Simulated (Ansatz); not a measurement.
`[CH3][In-]([CH3])([OH2+])[F]`, relaxed with RKS PBE-D4/def2-SVP in Ansatz from a rough embedded geometry. The force threshold is 0.03 eV/Å; the program also tests the step.

The species carries charge 0 and has multiplicity 1. In takes the def2 core potential.

Start:

```xyz
13

C    -0.134   -1.215    1.527
In   -0.552   -0.141   -0.272
C     1.342    0.169   -1.301
O    -1.417    1.643    0.094
F    -1.767   -1.195   -1.421
H    -0.160   -0.534    2.434
H    -0.978   -1.981    1.716
H     0.788   -1.761    1.467
H     1.175    0.013   -2.404
H     1.647    1.266   -1.197
H     2.110   -0.468   -0.901
H    -0.816    2.039    0.847
H    -1.238    2.166   -0.588
```

Q: By how much does the energy fall, and how many steps does the optimiser take? (An estimate is asked.)

A: Computed: 48.53 kcal/mol, in 16 steps, 1 of them rejected.

Q: Which bonds change most? (Estimate.)

A: The calculation gave: In2–O4 from 2.016 to 2.397 Å; O4–H13 from 0.878 to 1.022 Å; In2–F5 from 1.977 to 2.097 Å; O4–H12 from 1.041 to 0.976 Å.

Q: Give the relaxed structure. (Best estimate.)

A: The calculation gave: 
```xyz
13

C    -0.300   -1.439    1.755
In    0.036   -0.332   -0.066
C     1.539    0.285   -1.496
O    -1.146    1.710    0.359
F    -1.808   -0.205   -1.057
H    -0.473   -0.709    2.568
H    -1.207   -2.060    1.623
H     0.561   -2.084    2.012
H     1.108    0.187   -2.512
H     1.808    1.344   -1.313
H     2.452   -0.335   -1.419
H    -0.825    2.460   -0.177
H    -1.744    1.178   -0.276
```
